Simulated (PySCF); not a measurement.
## Spin-rotation constants: `O=[SH]NC(=O)C1CC1`, C4H7NO2S

Geometry:
| atom | x (Å) | y (Å) | z (Å) |
| --- | --- | --- | --- |
| O1 | 3.789 | 1.182 | -0.303 |
| S2 | 3.259 | -0.161 | -0.152 |
| N3 | 1.630 | -0.176 | -0.790 |
| C4 | 0.506 | -0.162 | -0.010 |
| O5 | 0.577 | -0.251 | 1.197 |
| C6 | -0.773 | -0.041 | -0.754 |
| C7 | -1.891 | 0.715 | -0.075 |
| C8 | -1.971 | -0.764 | -0.184 |
| H9 | 2.685 | -0.184 | 1.136 |
| H10 | 1.537 | -0.099 | -1.791 |
| H11 | -0.690 | 0.033 | -1.830 |
| H12 | -1.667 | 1.135 | 0.894 |
| H13 | -2.528 | 1.327 | -0.695 |
| H14 | -2.666 | -1.205 | -0.882 |
| H15 | -1.801 | -1.342 | 0.711 |

Theory: PySCF 2.14.0, GIAO HF/pcSseg-1 magnetisability, rotational g tensor and spin-rotation constants, non-relativistic, gas phase. Geometry: GFN2-xTB.

Task: Give the nuclear spin-rotation constants along the inertial axes (H = +C I·J) beside the isotropic shieldings.

Result: Rotational constants 5.6059, 0.8001, 0.7833 GHz. A star marks the isotopologue with that one atom substituted, in its own axes.
| atom | isotope | Caa (kHz) | Cbb (kHz) | Ccc (kHz) | mean (kHz) | σ (ppm) |
| --- | --- | --- | --- | --- | --- | --- |
| N3 | 14N | 0.355 | 0.106 | 0.072 | 0.178 | 107.1 |
| H9 | 1H | -0.228 | 0.037 | -0.037 | -0.076 | 20.1 |
| H10 | 1H | -0.608 | 0.055 | -0.087 | -0.213 | 25.5 |
| H11 | 1H | -0.591 | -0.007 | -0.085 | -0.228 | 31.3 |
| H12 | 1H | -0.550 | -0.058 | -0.028 | -0.212 | 30.7 |
| H13 | 1H | -0.442 | -0.039 | -0.070 | -0.184 | 31.2 |
| H14 | 1H | -0.319 | -0.075 | -0.053 | -0.149 | 31.3 |
| H15 | 1H | -0.551 | -0.001 | -0.087 | -0.213 | 30.9 |
| O1 | 17O* | -0.697 | -0.064 | -0.106 | -0.289 | 258.8 |
| S2 | 33S* | 2.539 | 0.339 | 0.211 | 1.030 | 226.3 |
| C4 | 13C* | 2.985 | 0.301 | 0.181 | 1.156 | 10.4 |
| O5 | 17O* | -2.633 | -0.414 | -0.027 | -1.025 | -19.9 |
| C6 | 13C* | 0.785 | 0.068 | 0.109 | 0.321 | 181.1 |
| C7 | 13C* | 0.565 | 0.062 | 0.126 | 0.251 | 186.3 |

For the geometry as given, no vibrational averaging.

Task: How do the rotational constants and the g tensor change when H9, H10, H11, H12, H13, H14, H15 are replaced by deuterium?

Result: Constants 4.7316, 0.7367, 0.7196 GHz; g -0.0451, -0.0087, -0.0053, against -0.0530, -0.0089, -0.0060 before.
